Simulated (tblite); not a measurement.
Compound: C6H14N2.
Z-matrix (Å and degrees, GFN2-xTB geometry), rows numbered from 1:
```
C 
C   1  1.3206
C   2  1.4959  1  124.32
N   3  1.4599  2  112.17  1   128.01
C   4  1.4511  3  111.65  2   164.78
N   4  1.4129  3  113.91  2   -71.08
C   6  1.4506  4  113.40  3    91.96
C   7  1.5224  6  109.55  4   174.50
H   1  1.0787  2  121.84  3    -0.92
H   1  1.0767  2  122.04  3   178.93
H   2  1.0814  1  121.06  3  -179.09
H   3  1.1067  2  109.99  1     3.52
H   3  1.0949  2  108.29  1  -114.31
H   5  1.0999  4  112.96  3    55.15
H   5  1.0870  4  107.92  3   175.45
H   5  1.0887  4  108.93  3   -66.14
H   6  1.0238  4  111.76  3   -33.80
H   7  1.0929  6  106.48  4    55.28
H   7  1.1016  6  112.85  4   -63.13
H   8  1.0863  7  110.11  6   -55.81
H   8  1.0882  7  110.47  6    64.02
H   8  1.0866  7  110.12  6  -176.10
```

Level: GFN2-xTB in tblite, geometry and Hessian alike; calculated harmonic values, unscaled, isolated species. Against measured fundamentals such values can be off by several per cent, at times by over 20. One conformer, not necessarily the lowest.

Harmonic wavenumbers (cm⁻¹): 41.1, 66.4, 106.7, 119.7, 171.6, 203.8, 221.7, 252.1, 341.9, 384.6, 418.9, 449.7, 492.5, 626.8, 785.3, 838.0, 890.0, 904.8, 923.1, 957.6, 984.1, 1025.8, 1043.3, 1086.0, 1096.7, 1125.3, 1133.9, 1167.1, 1177.0, 1195.4, 1232.8, 1256.1, 1270.4, 1323.3, 1331.5, 1401.5, 1404.3, 1410.1, 1419.8, 1456.5, 1479.4, 1486.5, 1492.1, 1495.8, 1501.3, 1712.3, 2792.0, 2850.1, 2867.8, 2938.1, 2971.7, 3012.5, 3026.9, 3044.3, 3045.4, 3051.5, 3070.0, 3091.6, 3122.7, 3208.4.

A = 2098, B = 1604, C = 987.3 MHz; mass 114.116 u (most abundant isotopes); point group C1, symmetry number 1.

Question: Zero-point energy?

Answer: ½Σν̃ = 42499 cm⁻¹ = 121.51 kcal/mol.

Question: What is S at 400 K and 1 bar for an ideal gas of classical rigid rotors and harmonic oscillators?

Answer: Translation 41.60, rotation 29.84, vibration 41.57: S = 113.0 cal/(mol K).

Question: And Cp and H(400 K) − H(0)?

Answer: Cp = 49.94 cal/(mol K), of which vibrations give 42.00 (their classical limit is 60 R = 119.2); H(400 K) − H(0) = 11.67 kcal/mol without the zero-point energy, 8.49 from vibrations.

Question: Which modes carry the vibrational entropy at 400 K?

Answer: 41.1 cm⁻¹: 5.79; 66.4 cm⁻¹: 4.84; 106.7 cm⁻¹: 3.90; 119.7 cm⁻¹: 3.68; 171.6 cm⁻¹: 2.98; 203.8 cm⁻¹: 2.65 cal/(mol K); the other 54 give 17.74 together.

Question: How do the functions run with temperature in this model?

Answer: 
```
 T (K)  S (cal/(mol K))  Cp (cal/(mol K))  H − H(0) (kcal/mol)  G − H(0) (kcal/mol)  ln q(vib)
    50             58.5              13.7                 0.52                -2.41       0.62
   100             70.0              19.8                 1.36                -5.64       1.96
298.15            100.0              38.9                 7.14               -22.68       7.51
373.15            109.6              47.1                10.36               -30.55       9.52
   500            125.2              59.9                17.17               -45.45      12.90
   750            153.4              78.9                34.69               -80.36      19.46
  1000            178.0              91.7                56.11              -121.85      25.70
```

q(vib) and H(0) count from the zero-point level.

Question: Blend soft modes into free rotors: weight 1/[1 + (100 cm⁻¹/ν̃)⁴] for the oscillator and the rest for a rotor with moment μB/(μ + B), μ = h/(8π²ν), B = 10⁻⁴⁴ kg m². What vibrational entropy results?

Answer: 38.15 cal/(mol K) in place of 41.57, which changes −T·S at 400 K by +1.37 kcal/mol.

Question: What must be added to the electronic energy to get the Gibbs energy at 400 K and 1 bar?

Answer: ZPE + [H(400 K) − H(0)] − T·S = 121.51 + 11.67 − 45.20 = 87.98 kcal/mol.

Hindered rotation and anharmonicity are outside this model. Other conformers, if any are populated, would add a mixing term that is left out. The structure is chiral; the term R ln 2 for an equal mix with its mirror image is left out.
